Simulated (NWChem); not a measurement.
System: PbNH3S, singlet; SMILES [NH2][Pb][SH]

```xyz
6

Pb    -0.2714    -0.3699     0.0011
N      1.8245    -0.8687     0.0000
H      2.1866    -1.8266    -0.0009
H      2.5889    -0.1864     0.0000
S      0.2411     2.1708     0.0025
H     -1.0846     2.4891     0.0034
```
Atoms are numbered in this order, from 1.

Level: PBE-D3(BJ)/def2-SVP with def2 effective core potentials on Pb (NWChem), optimised geometry, unscaled harmonic frequencies. Low-valent species are run as closed-shell singlets; no triplet was tried in these runs. def2 effective core potentials on Pb; no spin-orbit coupling.

### Question
List the harmonic frequencies with IR intensities, and the thermochemistry.

### Answer
| frequency (cm⁻¹) | IR intensity (km/mol) |
|---|---|
| 122 | 1.1 |
| 159 | 47.8 |
| 245 | 163.4 |
| 286 | 27.8 |
| 402 | 1.3 |
| 525 | 47.7 |
| 550 | 9.5 |
| 621 | 25.2 |
| 1440 | 1.7 |
| 2612 | 3.3 |
| 3461 | 14.7 |
| 3583 | 16.5 |

- zero-point energy: 20.0 kcal/mol
- thermal correction to the enthalpy at 298.15 K (with zero-point energy): 24.3 kcal/mol
- heat capacity Cv: 18.1 cal/(mol K)
- entropy at 298.15 K and 1 atm (symmetry number 1): 80.6 cal/(mol K)

Rigid rotor and harmonic oscillator.
